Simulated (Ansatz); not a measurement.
C₉H₂₁B, SMILES `CC(C)B(C(C)C)C(C)C`, relaxed with RKS PBE0-D4/def2-TZVP in the Gaussian-basis code of Ansatz from a PBE-D4/def2-SVP geometry. The force threshold is 0.005 eV/Å; the program also tests the step.

The species carries charge 0 and has multiplicity 1.

Start:

```xyz
31

C    -0.150    2.451    0.762
C     0.199    1.523   -0.418
C    -0.669    1.845   -1.651
B     0.001    0.001    0.004
C    -1.435   -0.521    0.447
C    -1.916   -1.617   -0.525
C    -1.388   -1.046    1.895
C     1.238   -0.999   -0.021
C     1.801   -1.111   -1.451
C     2.321   -0.522    0.966
H     0.496    2.262    1.646
H    -1.204    2.320    1.088
H    -0.024    3.520    0.484
H     1.261    1.712   -0.694
H    -0.553    2.907   -1.958
H    -1.748    1.681   -1.445
H    -0.399    1.217   -2.526
H    -2.176    0.309    0.413
H    -2.000   -1.242   -1.567
H    -2.916   -2.004   -0.232
H    -1.222   -2.484   -0.539
H    -2.381   -1.427    2.218
H    -0.667   -1.884    2.002
H    -1.088   -0.257    2.615
H     0.917   -2.017    0.297
H     2.671   -1.803   -1.488
H     1.045   -1.494   -2.168
H     2.150   -0.128   -1.831
H     2.694    0.491    0.705
H     3.199   -1.204    0.961
H     1.945   -0.478    2.009
```

| step | energy (eV) | largest force (eV/Å) | largest move (Å) |
| --- | --- | --- | --- |
| 1 | -10343.9554 | 0.527 | 0.000 |
| 2 | -10344.0586 | 0.155 | 0.028 |
| 3 | -10344.0675 | 0.022 | 0.013 |
| 4 | -10344.0676 | 0.004 | 0.003 |

End:

```xyz
31

C    -0.150    2.438    0.752
C     0.199    1.512   -0.415
C    -0.666    1.841   -1.634
B     0.000    0.001    0.003
C    -1.427   -0.516    0.442
C    -1.907   -1.612   -0.513
C    -1.385   -1.044    1.878
C     1.228   -0.994   -0.021
C     1.798   -1.104   -1.437
C     2.310   -0.521    0.953
H     0.486    2.258    1.622
H    -1.189    2.306    1.068
H    -0.027    3.488    0.465
H     1.245    1.701   -0.689
H    -0.544    2.890   -1.926
H    -1.727    1.681   -1.424
H    -0.404    1.227   -2.501
H    -2.160    0.300    0.408
H    -1.994   -1.249   -1.542
H    -2.890   -1.987   -0.213
H    -1.220   -2.463   -0.519
H    -2.367   -1.418    2.184
H    -0.675   -1.870    1.978
H    -1.093   -0.267    2.591
H     0.916   -1.998    0.291
H     2.657   -1.782   -1.459
H     1.059   -1.486   -2.147
H     2.139   -0.132   -1.805
H     2.674    0.477    0.690
H     3.171   -1.198    0.937
H     1.944   -0.480    1.983
```

Run time 30 s (4 threads of an AMD EPYC 7R13 on a shared host and a share of an NVIDIA H100 80 GB); peak host memory 1.1 GiB.
